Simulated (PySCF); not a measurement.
# Sb²⁺ (antimony, charge +2) across methods

[Kr] 4d10 5s2 5d1, 2D determinant (an excited configuration). Calculation: PySCF 2.14, in aug-cc-pVDZ-PP with ECP28MDF; scalar relativity through the core potential.

| method | E (hartree) | mean ε 5s α (eV) | mean ε 5s β (eV) | mean ε 5d α (eV) | Σ⟨r²⟩ (bohr²) | ⟨S²⟩ |
| --- | --- | --- | --- | --- | --- | --- |
| M06-L | -239.0613 | -31.287 | -31.170 | -11.500 | 43.52 | 0.750 |
| UHF | -237.95524 | -34.657 | -34.310 | -12.871 | 44.75 | 0.750 |
| r2SCAN | -238.9561 | -31.650 | -31.585 | -11.650 | 43.19 | 0.751 |
| M06 | -238.9650 | -32.907 | -32.910 | -11.979 | 43.27 | 0.750 |
| BLYP | -238.8543 | -31.603 | -31.388 | -11.509 | 43.27 | 0.750 |
| PBE | -238.8822 | -31.615 | -31.297 | -11.647 | 43.16 | 0.750 |
| r2SCAN0 | -238.9218 | -32.685 | -32.582 | -12.065 | 43.42 | 0.751 |
| PBE0 | -238.8828 | -32.605 | -32.296 | -12.089 | 43.40 | 0.750 |
| LDA | -238.4900 | -32.117 | -31.790 | -11.491 | 43.16 | 0.750 |

Energies and moments cover only the electrons outside the core potential. The outer electron is Rydberg-like, and this basis confines it to a smaller radius and binds it less than a complete one would.
